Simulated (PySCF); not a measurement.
## Electron correlation in Si⁺ (silicon, charge +1)

[Ne] 3s2 3p1, 2P determinant. Calculation: PySCF 2.14, in dyall-av3z; the spin-free X2C one-electron Hamiltonian (Gaussian nucleus). Frozen: [Ne]; 3 electrons correlated; the 23 highest virtual orbitals of each spin left out.

MP2 pair energies summed by pair of shells (mhartree):

| pair | energy | share (%) |
| --- | --- | --- |
| 3s-3s | -23.35 | 55.4 |
| 3s-3p | -18.83 | 44.6 |

Total MP2 correlation energy: -42.18 mhartree.

Same-spin part -2.78 and opposite-spin part -39.40 mhartree; SCS-MP2 scales them by 1/3 and 6/5 to -48.20 mhartree.
